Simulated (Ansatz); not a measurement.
Pulling on the N6–H7 bond in CH5GeN (SMILES [CH3][Ge][NH2]) (multiplicity 1 held, fragments rigid). Energies count from the point at 1.010 Å.
Geometry at that point (charge 0, multiplicity 1):
```
atom    x (Å)    y (Å)    z (Å)
----  -------  -------  -------
Ge    -0.2170  -0.0101   0.4452
C      0.7303   1.3957  -0.6510
H      0.3907   2.3968  -0.3807
H      0.5942   1.2501  -1.7247
H      1.8012   1.3407  -0.4297
N     -0.0364  -1.3548  -0.7861
H      0.4026  -1.2654  -1.6915
H     -0.3701  -2.2905  -0.6131
```

Signs of static correlation in cc-pVDZ, with CASSCF(2,2), from Ansatz (a program for electronic structure) runs.

```csv
R (Å),T1 of restricted CCSD,⟨S²⟩ of UHF,largest double amplitude of restricted CCSD,weight of the CASSCF reference in MRCISD,CASSCF natural occupations
0.808,0.016,0.000,0.068,0.879,1.99 0.01
0.909,0.016,0.000,0.067,0.879,1.99 0.01
1.010,0.017,0.000,0.066,0.878,1.98 0.02
1.111,0.017,0.000,0.066,0.877,1.98 0.02
1.212,0.018,0.000,0.064,0.877,1.97 0.03
1.364,0.020,0.000,0.063,0.876,1.94 0.06
1.515,0.022,0.075,0.061,0.875,1.91 0.09
1.768,0.026,0.648,…,0.874,1.82 0.18
2.020,0.030,…,0.176,0.872,1.69 0.31
2.324,0.036,1.075,0.323,0.871,1.51 0.49
2.728,0.043,1.197,0.506,0.870,1.30 0.70
3.233,0.051,1.229,0.661,0.870,1.14 0.86
```

Q: Some entries are withheld; supply them.

A: 
- 1.768, largest double amplitude of restricted CCSD: 0.089
- 2.020, ⟨S²⟩ of UHF: 0.886

Doubts at one or more of the structures used: a restricted determinant that unrestricted orbitals would lower (R-CCSD(T)/cc-pVDZ); other coupled-cluster roots lie near (R-CCSD(T)/cc-pVDZ); T1 above 0.05 (R-CCSD(T)/cc-pVDZ, U-CCSD(T)/cc-pVDZ); a spin-contaminated determinant (U-CCSD(T)/cc-pVDZ); the program's own flag: large difference (U-CCSD(T)/cc-pVDZ).
